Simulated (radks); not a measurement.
Results of a calculation; reference values are marked as such.
Re45+, 30 electrons, occupied as [Ar] 3d10 4s2 (the NIST ground configuration).

Code: a radial shooting solver on a logarithmic mesh with Libxc functionals. Model: Dirac Kohn-Sham, LB94 model potential, spin-unpolarised, spherical densities, finite nucleus; Fermi nuclear charge, rms radius 5.3698 fm.

Energy parts (eV):
kinetic: 476357.34
electron-nucleus: -967392.57
Hartree: 80837.02
(The LB94 potential has no energy functional, so no total or exchange-correlation energy is given.)

Orbitals (lengths in bohr, moments of r in powers of bohr; r(90%) holds 90 % of the orbital's charge):
1s1/2: occ. 2; eigenvalue (eV) -74076.54; <r> 0.01802; <1/r> 88.80; r(90%) 0.0328
2s1/2: occ. 2; eigenvalue (eV) -14712.13; <r> 0.07532; <1/r> 21.70; r(90%) 0.118
2p1/2: occ. 2; eigenvalue (eV) -14198.27; <r> 0.06218; <1/r> 21.70; r(90%) 0.103
2p3/2: occ. 4; eigenvalue (eV) -12740.69; <r> 0.07022; <1/r> 18.11; r(90%) 0.114
3s1/2: occ. 2; eigenvalue (eV) -5041.252; <r> 0.1936; <1/r> 8.089; r(90%) 0.284
3p1/2: occ. 2; eigenvalue (eV) -4813.020; <r> 0.1833; <1/r> 8.022; r(90%) 0.275
3p3/2: occ. 4; eigenvalue (eV) -4485.051; <r> 0.1972; <1/r> 7.097; r(90%) 0.294
3d3/2: occ. 4; eigenvalue (eV) -4106.760; <r> 0.1715; <1/r> 6.993; r(90%) 0.265
3d5/2: occ. 6; eigenvalue (eV) -4034.148; <r> 0.1758; <1/r> 6.776; r(90%) 0.271
4s1/2: occ. 2; eigenvalue (eV) -2473.638; <r> 0.3835; <1/r> 3.979; r(90%) 0.542

The highest occupied level is 4s1/2 at -2473.6 eV. For comparison, the ionisation energy in NIST's Atomic Spectra Database is 2450 eV (theoretical). In exact Kohn-Sham theory the highest level is minus the ionisation energy, but local and semilocal functionals leave it too shallow, through self-interaction and a potential that decays too fast; potentials with the right tail come closer. The electron density at the nucleus is 1.551e+06 e/bohr^3. Summed over all electrons, <r^2> = 1.076 bohr^2, which gives a Langevin (diamagnetic) susceptibility term of -0.852 x 10^-6 cm^3/mol.
